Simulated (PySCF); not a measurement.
Magnetic susceptibility: `InChI=1S/C2H5ClO2Si/c3-1-2-5-6-4/h1-2,4H,6H2/b2-1-`

Geometry (Å), atoms numbered from 1 in this order:
```xyz
11

O     1.7822   -1.9775   -0.1687
Si    1.6294   -0.3648   -0.0684
O     0.1310    0.1118    0.3904
C    -0.6872   -0.3269    1.3531
C    -1.7954    0.3062    1.7190
Cl   -2.2909    1.7893    1.0037
H     1.2777   -2.5181   -0.7717
H     2.6223   -0.0763    0.9523
H     1.6928    0.3255   -1.3428
H    -0.4204   -1.2576    1.8427
H    -2.4502   -0.0681    2.4859
```

Theory: PySCF, GIAO PBE/pcSseg-1 magnetisability, rotational g tensor and spin-rotation constants, non-relativistic, gas phase. Geometry: GFN2-xTB, dihedral held. The dihedral O1–Si2–O3–C4 is held at 45°.

Task: How diamagnetic is it, and how anisotropic?

Result: Isotropic -1057 × 10⁻³⁰ J/T², or -63.6 × 10⁻⁶ cm³/mol; principal values -1102, -1063, -1005 × 10⁻³⁰ J/T², anisotropy 84 × 10⁻³⁰ J/T² (root of half the summed squared differences of the principal values). The susceptibility is in cgs units.

Task: Split it along the inertial axes a, b, c into diamagnetic and paramagnetic parts about the centre of mass, with the quadrupole moment.

Result: 
| axis | χ (10⁻⁶ cm³/mol) | diamagnetic (10⁻⁶ cm³/mol) | paramagnetic (10⁻⁶ cm³/mol) | summed x² of all electrons (Å²) | quadrupole Θ (D Å) |
| --- | --- | --- | --- | --- | --- |
| a | -61.8 | -251.2 | 189.3 | 292.8 | -4.44 |
| b | -62.8 | -1314.9 | 1252.1 | 42.0 | +3.37 |
| c | -66.3 | -1420.5 | 1354.2 | 17.2 | +1.07 |

Anisotropies 2χaa − χbb − χcc = +5.4 and 2χbb − χaa − χcc = +2.5 × 10⁻⁶ cm³/mol. Θ is traceless in Buckingham's convention.

Task: And the rotational g tensor?

Result: 
```tsv
axis	rotational constant (GHz)	g	nuclear part	electronic part
a	8.0062	-0.0829	0.6293	-0.7121
b	0.9077	-0.0109	0.5230	-0.5339
c	0.8410	-0.0082	0.5268	-0.5351
```
Asymmetric top; isotopes 12C, 35Cl, 1H, 16O, 28Si; no vibrational averaging.
